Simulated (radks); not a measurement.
Spherical jellium clusters: N electrons in a uniform positive sphere of charge N and radius rs N^(1/3), rs = 5.06 bohr. Method: non-relativistic Kohn-Sham, LDA (Slater exchange, Perdew-Wang correlation), spin-polarised, spherical densities; computed with a radial shooting solver with Libxc functionals. Levels are named by radial order and angular momentum (1s, 1p, 1d, 2s, ...), and open shells are averaged over m.

N = 5, configuration 1s2 1p(up 3, down 0). This is the lowest configuration that the search found. Occupied and some empty levels:

| level | occupation | eigenvalue (eV) | <r> (bohr) |
|---|---|---|---|
| 1s up | 1 | -3.5564 | 5.919 |
| 1s down | 1 | -3.0049 | 5.944 |
| 1p up | 3 | -2.5504 | 7.175 |
| 1p down | 0 | -2.0101 | 7.449 |
| 1d up | 0 | -1.3477 | 8.481 |
| 2s up | 0 | -0.99055 | 8.925 |
| 1d down | 0 | -0.90146 | 9.069 |
| 2s down | 0 | -0.73057 | 9.686 |
| 1f up | 0 | -0.14303 | 10.71 |

Energy (eV): total -8.30666, kinetic 6.1519, external -92.663, Hartree 45.743, exchange-correlation -14.712, background 47.174.

Electron density:

| r (bohr) | n(r) (e/bohr^3) |
|---|---|
| 0.638 | 0.001837 |
| 1.70 | 0.001992 |
| 2.77 | 0.002211 |
| 3.84 | 0.002360 |
| 4.90 | 0.002290 |
| 5.97 | 0.001932 |
| 7.03 | 0.001374 |
| 8.10 | 0.0008130 |
| 9.16 | 0.0004061 |
| 10.2 | 0.0001800 |
| 11.3 | 0.00007333 |
| 12.4 | 0.00002857 |
| 13.4 | 0.00001064 |
